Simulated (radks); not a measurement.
Problem. The mean radii <r> (bohr) of the occupied orbitals of an atom or ion are listed with their occupations. Method: scalar-relativistic Kohn-Sham, r2SCAN, spin-polarised, spherical densities, finite nucleus; meta-GGA in the generalised Kohn-Sham scheme; Fermi nuclear charge, rms radius of each element as measured or else 0.836 A^(1/3) + 0.57 fm; computed with a radial shooting solver on a logarithmic mesh with Libxc functionals.

orbital  occ.      <r>
1s down     1  0.01835
1s up       1  0.01835
2s up       1  0.07756
2s down     1  0.07756
2p up       3  0.06944
2p down     3  0.06944
3s up       1   0.2008
3s down     1   0.2008
3p up       3   0.2012
3p down     3   0.2012
3d up       5   0.1824
3d down     5   0.1824
4s up       1   0.4496
4s down     1   0.4497
4p up       3   0.4778
4p down     3   0.4778
4d up       5   0.5114
4d down     5   0.5113
5s up       1    1.076
5s down     1    1.065
5p up       3    1.260
5p down     3    1.236
4f up       7   0.6101
4f down     7   0.6041
6s up       1    2.870
5d up       4    1.942

Name the element and its charge. Open shells, if any, are filled with parallel spins first.

Solution. Z = 74, tungsten, charge +1: W+ in [Xe] 4f14 5d4 6s1. The 1s radius gives Z: for a bare nucleus <r> = (2 gamma + 1)/(2Z) with gamma = sqrt(1 - (Z/c)^2), 0.01813 bohr for Z = 74, and screening makes it slightly larger (0.01835 here). The occupations add up to 73, and the charge is Z minus that.
